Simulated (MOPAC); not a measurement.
Molecule: H3SiO2F2, charge 1, multiplicity 1. SMILES: O[Si]([OH2+])(F)F

Atoms: O1, Si2, O3, F4, F5, H6, H7, H8. Bonds: O1-Si2, O1-H6, Si2-O3, Si2-F4, Si2-F5, O3-H7, O3-H8.

Bond lengths (Å) and angles (degrees) optimised at PM3 with MOPAC; PM6 with MOPAC; MNDO with MOPAC, each started from the B3LYP-D3(BJ)/def2-TZVP structure (Ansatz) of the last column. A row stands for all coordinates that are equal there; 8 of 15 kinds are shown. No wavenumbers were computed at MNDO, so these may be saddle points.

| coordinate | PM3 | PM6 | MNDO | B3LYP-D3(BJ)/def2-TZVP |
|---|---|---|---|---|
| O1-Si2 | 1.637 | 1.509 | 1.602 | 1.575 |
| O1-H6 | 0.944 | 0.931 | 0.931 | 0.964 |
| Si2-O3 | 1.788 | 1.808 | 1.795 | 1.777 |
| Si2-F4 | 1.552 | 1.529 | 1.568 | 1.552 |
| O3-H7 | 0.962 to 0.965 | 0.979 to 0.987 | 0.956 | 0.974 |
| O1-Si2-O3 | 95.6 | 112.2 | 100.5 | 98.3 |
| O1-Si2-F4 | 116.7 | 113.5 | 117.8 | 119.3 |
| O1-Si2-F5 | 120.2 | 113.5 | 117.0 | 118.5 |

A range marks coordinates that this level makes unequal.

Mean signed difference of all 7 bond lengths from B3LYP-D3(BJ)/def2-TZVP: PM3 0.004 Å, PM6 -0.014 Å, MNDO 0.001 Å.
